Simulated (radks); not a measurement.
The numbers below are computed, except where a source is named.
Effect of the nuclear size on the chlorine ion Cl+, [Ne] 3s2 3p4. Level of theory: Dirac Kohn-Sham, BLYP, spin-unpolarised, spherical densities, finite nucleus; open shells fill j = l - 1/2 first; Fermi nuclear charge, rms radius 3.3654 fm (a radial shooting solver on a logarithmic mesh with Libxc functionals). The rms radius is varied about that value; shifts are against it.

[
 {"rms radius (fm)": "2.9313", "total energy shift (eV)": "-0.00339", "density at nucleus (e/bohr^3)": "3606", "1s1/2 shift (meV)": "-1.42", "2s1/2 shift (meV)": "-0.104"},
 {"rms radius (fm)": "3.0894", "total energy shift (eV)": "-0.00221", "density at nucleus (e/bohr^3)": "3603", "1s1/2 shift (meV)": "-0.928", "2s1/2 shift (meV)": "-0.068"},
 {"rms radius (fm)": "3.3654", "total energy shift (eV)": "0", "density at nucleus (e/bohr^3)": "3597", "1s1/2 shift (meV)": "0.000", "2s1/2 shift (meV)": "0.000"},
 {"rms radius (fm)": "3.5", "total energy shift (eV)": "0.00114", "density at nucleus (e/bohr^3)": "3594", "1s1/2 shift (meV)": "0.481", "2s1/2 shift (meV)": "0.035"},
 {"rms radius (fm)": "3.8197", "total energy shift (eV)": "0.00404", "density at nucleus (e/bohr^3)": "3588", "1s1/2 shift (meV)": "1.70", "2s1/2 shift (meV)": "0.124"}
]

Slopes of the eigenvalues against <r^2> in GHz/fm^2, as finite differences over the two radii next to the reference (eigenvalue slopes, not the field-shift constants of lines): 1s1/2 126, 2s1/2 9.17.
